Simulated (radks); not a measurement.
Problem. The barium ion Ba2+, [Xe]. All-electron calculation, non-relativistic Kohn-Sham, exchange-only LDA, spin-polarised, spherical densities, point nucleus. Program: a radial shooting solver on a logarithmic mesh with Libxc functionals. Every spin shell is full or empty, so the densities are truly spherical. Functionals are evaluated on that one density, not self-consistently. Rank these orbital-free kinetic functionals by their error against the exact value of the orbitals, and give that value: Thomas-Fermi, von Weizsacker, TF + vW, TF + vW/9, TF + vW/5, APBEK, revAPBEK, Perdew 92, PG1.

Solution. Exact: 7874.24 hartree. From best to worst, with 100 (|E| - |E exact|)/|E exact| (equal figures are ties): APBEK +0.08, revAPBEK +0.24, Perdew 92 -0.70, TF + vW/9 -0.71, TF + vW/5 +2.85, Thomas-Fermi -5.16, PG1 +14.35, TF + vW +34.87, von Weizsacker -59.98.
